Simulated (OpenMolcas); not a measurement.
Cu3+, Ag3+, Au3+: d⁸ down the group

| Property | Result |
| --- | --- |
| Program | OpenMolcas |
| Method | SS-CASPT2, IPEA 0.25 Eh, imaginary shift 0.1 Eh |
| Basis | ANO-RCC-VTZP |
| Scalar Hamiltonian | DKH2, point nucleus |
| Spin-orbit coupling | RASSI with atomic mean-field integrals over the reference wave functions, term energies averaged over their components |

Active space for each ion: 8 electrons in 5 orbitals (d); closed shells correlated by CASPT2: Cu3+ 3s 3p; Ag3+ 4s 4p; Au3+ 5s 5p.

Computed levels in cm-1 above ³F₄:

| Level | Cu3+ | Ag3+ | Au3+ |
| --- | --- | --- | --- |
| ³F₃ | 1823 | 3980 | 12500 |
| ³P₂ | 20060 | 12130 | 19090 |
| ³P₁ | 20510 | 16410 | 23090 |
| ³P₀ | 20850 | 16660 | 19640 |
| ¹G₄ | 27220 | 21160 | 26660 |
| ¹S₀ | 62130 | 48310 | 56270 |
| weight of ³F in the lowest level (%) | 100 | 99 | 95 |

Mixed levels, with the weight of the term that names them: Ag3+ ³P₂ (51 %), Au3+ ³P₂ (52 %).

Measured, with the error of the calculation in %. Measured levels: Cu3+ from Sugar and Musgrove, J. Phys. Chem. Ref. Data 19, 527 (1990); Ag3+ from the list in Gamrath, thesis, University of Mons (2023); Au3+ from Zainab et al., Astrophys. J. Suppl. Ser. 267, 12 (2023).

```csv
Level,Cu3+,Ag3+,Au3+
³F₃,1861 (-2.0),4172 (-4.6),12294 (+1.7)
³P₂,19697 (+1.9),,
³P₁,20097 (+2.1),15900 (+3.2),21490 (+7.5)
³P₀,20423 (+2.1),16092 (+3.5),18185 (+8.0)
¹G₄,26913 (+1.1),20570 (+2.9),25702 (+3.7)
¹S₀,61456 (+1.1),47139 (+2.5),55278 (+1.8)
```

The fine-structure level ³F₃ changes by a factor of 6.86 from Cu3+ to Au3+.

Without spin-orbit coupling ³P lies 18690, 12430, 10590 cm-1 above ³F in that order; the difference to the level ³P₂, of either sign, comes from spin-orbit coupling, which also lowers the zero.

Term energies are means over components that CASPT2 splits; among the terms shown or strongly mixed into the levels shown the widest spread is 750 cm-1 (5d⁸ ¹G, Au3+). Computed and measured levels are paired by configuration, term and J; levels that our copy of the source lacks, or whose pairing is in doubt (as where it misses far off the trend of its configuration), stay unpaired and out of the deviations. Only configurations of the active space appear.
